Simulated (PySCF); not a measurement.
C3H4O2Si, SMILES O=C1C=C[SiH2]O1.

Coordinates come from a PBE0-D3(BJ)/def2-SVP optimisation. The structure was generated by enumeration, and PubChem lists no compound with its InChIKey, so it may never have been made.

Computed with PBE/def2-TZVP run with PySCF.

Symmetry labels are those of the subgroup Cs that the program uses (full group Cs).

List the valence orbital energies around the gap with their symmetry. (The exact figures need the calculation; the answer reports its results.)


| orbital | symmetry | energy (eV) |
|---|---|---|
| HOMO−7 | A' | -11.20 |
| HOMO−6 | A' | -10.60 |
| HOMO−5 | A" | -9.31 |
| HOMO−4 | A' | -8.75 |
| HOMO−3 | A' | -8.50 |
| HOMO−2 | A" | -7.88 |
| HOMO−1 | A" | -7.56 |
| HOMO | A' | -6.55 |
| LUMO | A" | -2.90 |
| LUMO+1 | A' | -1.14 |
| LUMO+2 | A' | 0.06 |
| LUMO+3 | A" | 0.31 |
